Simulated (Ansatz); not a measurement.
Computed with Ansatz on PBE0-D4/def2-TZVP structures; ΔE is electronic, products minus reactants. CCSD(T)/CBS is the MP2 limit (def2-TZVPP, def2-QZVPP) plus CCSD(T) − MP2 in def2-TZVPP, frozen cores. DFT in def2-TZVPP. B3LYP here is the variant with VWN-RPA as its local correlation; programs differ in this. Each species was taken in one conformer, which may not be the lowest.

`CC([SiH3])CO` + `[AlH2][BH]O[SiH3]` → `[AlH2][B]([SiH3])O[SiH3]` + `CCCO`  (formal exchange of groups at the Si–C bond)

```csv
level,ΔE (kcal/mol)
ωB97M-V,1.2
B3LYP,0.5
```

(1) What does CCSD(T)/CBS give? (Best estimate.)

Largest T1 diagnostic among the species: 0.014.

Answers

(1) Computed: +0.8 kcal/mol. The listed levels differ from it by 0.4, -0.3 kcal/mol.

From PBE to PBE0 (25 % exact exchange), in def2-TZVPP and without D4, ΔE moves by +1.3 kcal/mol. In def2-TZVPP, CCSD(T) changes the Hartree–Fock value by −3.5 kcal/mol (the triples alone add −0.7 kcal/mol) and MP2 by −1.5 kcal/mol.
